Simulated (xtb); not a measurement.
OSi, charge -1, doublet, from a rough starting geometry (a state made from the parent by changing its charge; the spin is typed, not shown lowest); GFN2-xTB (xtb).

Here is a job for xtb.
```
$ xtb mol.xyz --gfn 2 --chrg -1 --uhf 1 --opt vtight --json

# file mol.xyz
2

Si     0.72158014    -0.00977998     0.02648567
O     -0.69773039    -0.01837352    -0.06112197
```

It wrote (shortened):

```
   ID    Z sym.   atoms
    1   14 Si     1
    2    8 O      2

           -------------------------------------------------
          |                Calculation Setup                |
           -------------------------------------------------

           -------------------------------------------------
          |                 G F N 2 - x T B                 |
           -------------------------------------------------

          ...................................................
          :                      SETUP                      :
          :.................................................:
          :  # basis functions                  14          :
          :  # atomic orbitals                  13          :
          :  # shells                            5          :
          :  # electrons                        11          :
          :  max. iterations                   250          :
          :  Hamiltonian                  GFN2-xTB          :
          :  restarted?                      false          :
          :  GBSA solvation                  false          :
          :  PC potential                    false          :
          :  electronic temp.          300.0000000     K    :
          :  accuracy                    1.0000000          :
          :  -> integral cutoff          0.2500000E+02      :
          :  -> integral neglect         0.1000000E-07      :
          :  -> SCF convergence          0.1000000E-05 Eh   :
          :  -> wf. convergence          0.1000000E-03 e    :
          :  Broyden damping             0.4000000          :
          :  net charge                         -1          :
          :  unpaired electrons                  1          :
          ...................................................

 iter      E             dE          RMSdq      gap      omega  full diag
   1     -5.8629868 -0.586299E+01  0.205E+01    0.00       0.0  T
   2     -5.9085874 -0.456007E-01  0.114E+01    0.00       1.0  T
   3     -5.9108202 -0.223283E-02  0.663E+00    0.00       1.0  T
   4     -5.9119211 -0.110086E-02  0.172E+00    0.00       1.0  T
   5     -5.9123170 -0.395937E-03  0.210E-01    0.00       1.0  T
   6     -5.9124216 -0.104566E-03  0.881E-02    0.00       1.0  T
   7     -5.9124224 -0.823345E-06  0.199E-02    0.00       3.6  T
   8     -5.9124224 -0.162313E-07  0.849E-04    0.00      83.3  T
   9     -5.9124224 -0.843769E-13  0.132E-04    0.00     535.7  T

   *** convergence criteria satisfied after 9 iterations ***

         :::::::::::::::::::::::::::::::::::::::::::::::::::::
         ::                     SUMMARY                     ::
         :::::::::::::::::::::::::::::::::::::::::::::::::::::
         :: total energy              -5.838772608248 Eh    ::
         :: gradient norm              0.357588368450 Eh/a0 ::
         :: HOMO-LUMO gap              0.000000000056 eV    ::
         ::.................................................::
         :: SCC energy                -5.912422439322 Eh    ::
         :: -> isotropic ES            0.236172971780 Eh    ::
         :: -> anisotropic ES         -0.002381173024 Eh    ::
         :: -> anisotropic XC         -0.007091211695 Eh    ::
         :: -> dispersion             -0.000654078773 Eh    ::
         :: repulsion energy           0.073649831074 Eh    ::
         :: add. restraining           0.000000000000 Eh    ::
         :: total charge              -1.000000000000 e     ::
         :::::::::::::::::::::::::::::::::::::::::::::::::::::

      -----------------------------------------------------------
     |                   =====================                   |
     |                        A N C O P T                        |
     |                   =====================                   |
     |               Approximate Normal Coordinate               |
     |                Rational Function Optimizer                |
[...]
 * total energy  :    -5.8387726 Eh     change       -0.8294698E-11 Eh
 * total energy  :    -5.8661814 Eh     change       -0.2740875E-01 Eh
 * total energy  :    -5.8691869 Eh     change       -0.3005561E-02 Eh
 * total energy  :    -5.8698716 Eh     change       -0.6846412E-03 Eh
 * total energy  :    -5.8699025 Eh     change       -0.3095843E-04 Eh
 * total energy  :    -5.8699028 Eh     change       -0.2731751E-06 Eh
 * total energy  :    -5.8699029 Eh     change       -0.7525518E-07 Eh
   *** GEOMETRY OPTIMIZATION CONVERGED AFTER 7 ITERATIONS ***
         :: total energy              -5.869902867894 Eh    ::
[...]
         :: gradient norm              0.000001114781 Eh/a0 ::
         :: HOMO-LUMO gap              0.000000002580 eV    ::
         ::.................................................::
         :: SCC energy                -5.889034535675 Eh    ::
         :: -> isotropic ES            0.247545451458 Eh    ::
         :: -> anisotropic ES         -0.000851024461 Eh    ::
         :: -> anisotropic XC         -0.005492251724 Eh    ::
         :: -> dispersion             -0.000673111005 Eh    ::
         :: repulsion energy           0.019131667781 Eh    ::
         :: add. restraining           0.000000000000 Eh    ::
         :: total charge              -1.000000000000 e     ::
         :::::::::::::::::::::::::::::::::::::::::::::::::::::

           -------------------------------------------------
          |                Property Printout                |
           -------------------------------------------------

    * Orbital Energies and Occupations

         #    Occupation            Energy/Eh            Energy/eV
      -------------------------------------------------------------
         1        2.0000           -0.3277637              -8.9189
         2        2.0000           -0.1713698              -4.6632
         3        2.0000           -0.0835452              -2.2734
         4        2.0000           -0.0835452              -2.2734
         5        2.0000           -0.0205052              -0.5580
         6        0.5000            0.1065328               2.8989 (HOMO)
         7        0.5000            0.1065328               2.8989 (LUMO)
         8                          0.2489949               6.7755
         9                          0.3144627               8.5570
        10                          0.3144627               8.5570
        11                          0.4226860              11.5019
        12                          0.4226860              11.5019
        13                          1.1104178              30.2160
      -------------------------------------------------------------
                  HL-Gap            0.0000000 Eh            0.0000 eV
             Fermi-level            0.0747733 Eh            2.0347 eV

     #   Z          covCN         q      C6AA      α(0)
     1  14 Si       0.771    -0.201   262.573    35.215
     2   8 O        0.771    -0.799    31.630     7.538

 Mol. C6AA /au·bohr⁶  :        457.172277
 Mol. C8AA /au·bohr⁸  :      25610.929053
 Mol. α(0) /au        :         42.752690

Wiberg/Mayer (AO) data.
largest (>0.10) Wiberg bond orders for each atom

 ---------------------------------------------------------------------------
     #   Z sym  total        # sym  WBO       # sym  WBO       # sym  WBO
 ---------------------------------------------------------------------------
     1  14 Si   1.772 --     2 O    1.772
     2   8 O    1.772 --     1 Si   1.772
 ---------------------------------------------------------------------------

Topologies differ in total number of bonds
Writing topology from bond orders to xtbtopo.mol

molecular dipole:
                 x           y           z       tot (Debye)
 q only:        0.872       0.032       0.088
   full:        0.063       0.027       0.038       0.200
molecular quadrupole (traceless):
                xx          xy          yy          xz          yz          zz
 q only:       -2.184      -0.055       1.101      -0.248      -0.005       1.083
  q+dip:       -4.488      -0.043       2.257      -0.420      -0.004       2.231
   full:       -6.660      -0.063       3.350      -0.621      -0.005       3.311

optimized geometry written to: xtbopt.xyz

           -------------------------------------------------
          | TOTAL ENERGY               -5.869902867894 Eh   |
          | GRADIENT NORM               0.000001114781 Eh/α |
          | HOMO-LUMO GAP               0.000000002580 eV   |
           -------------------------------------------------
```
